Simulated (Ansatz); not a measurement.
```yaml
crystal:
  periodic: [false, false, false]
  atoms:
    - {symbol: N, position_ang: [-2.416412, -3.424756, -0.116657]}
    - {symbol: Ga, position_ang: [-3.523006, -2.020254, -0.042562]}
    - {symbol: N, position_ang: [-4.178419, -0.356961, 0.035977]}
    - {symbol: N, position_ang: [0.795293, -3.488060, 0.014474]}
    - {symbol: Ga, position_ang: [-0.800474, -2.466020, -0.031225]}
    - {symbol: N, position_ang: [-0.831358, -0.476788, -0.000044]}
    - {symbol: Ga, position_ang: [-2.533512, 0.554483, -0.008372]}
    - {symbol: N, position_ang: [-2.608362, 2.447860, -0.055060]}
    - {symbol: Ga, position_ang: [1.954491, -2.175194, 0.031079]}
    - {symbol: N, position_ang: [2.500743, -0.433787, 0.097748]}
    - {symbol: Ga, position_ang: [0.768613, 0.439503, 0.031353]}
    - {symbol: N, position_ang: [0.889231, 2.374822, -0.012813]}
    - {symbol: Ga, position_ang: [-0.889984, 2.784678, -0.014757]}
    - {symbol: Ga, position_ang: [3.956804, 0.698146, -0.084807]}
    - {symbol: N, position_ang: [4.315137, 2.476052, 0.019692]}
    - {symbol: Ga, position_ang: [2.601207, 3.066276, 0.135984]}
basis:
  gaussian: {orbitals: 6-31G}
magnetization: {spin_polarized: true, initial_magnetization: 0}
hamiltonian: {xc: {name: PBE0}}
scf: {omitted_lower_state_checks: [starts]}
```

```sh
$ ansatz run in.yaml --threads 2 --pin off --events-out ev --progress --plain --max-ram 32768MiB --backend cuda --devices 0, --max-vram 18GiB
```

It prints (some lines left out):

```
Functional definition: PBE0
3101 factors; integrals over basis functions are off by at most 2.6e-4 eV
mean field evaluation 1: about -430725.8714 eV, gradient 1.3e2 eV
mean field evaluation 2: about -429853.6640 eV, gradient 3.1e2 eV
mean field evaluation 4: about -430778.3878 eV, gradient 5.3e1 eV
mean field evaluation 8: about -430794.7711 eV, gradient 1.9e1 eV
mean field evaluation 16: about -430797.9178 eV, gradient 7.5e-1 eV
mean field evaluation 32: about -430798.7500 eV, gradient 1.8e-2 eV
mean field -430798.75017376 eV, -15831.5620630051 hartree, gradient 2.2e-5 eV, S^2 1.082426; 0 other end points of the search recorded, 0 dependent functions left out
reference -430798.75022702 eV, -15831.5620649621 hartree; 152, 152 occupied and 152, 152 virtual orbitals, 3101 factors
Total energy: -430798.75022702 eV, -15831.5620649621 hartree
Checks for a lower state left out: starts
```

It took 26 s on 2 threads of AMD EPYC 7R13 on a shared host and a share (18 GiB) of an NVIDIA H100 80GB HBM3.

The 6-31G sets use Cartesian d functions. The unrestricted singlet has broken spin symmetry (⟨S²⟩ up to 1.08).
